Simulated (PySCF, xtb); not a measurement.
SiH3Cl, SMILES [SiH3]Cl.

Harmonic wavenumbers (cm⁻¹) from GFN2-xTB (xtb) at its own minimum, in rising order: 511, 546, 546, 777, 785, 785, 2294, 2294, 2317.

**Question.** What does PBE-D3(BJ)/def2-TZVP (PySCF 2.14.0) give at its own minimum? (Estimate from the structure and the level; the computed values follow.)

**Answer.** 532, 634, 634, 912, 915, 915, 2180, 2196, 2196. Paired by order, the mean absolute difference is 103 cm⁻¹ and the zero-point energies are 15.5 and 15.9 kcal/mol.
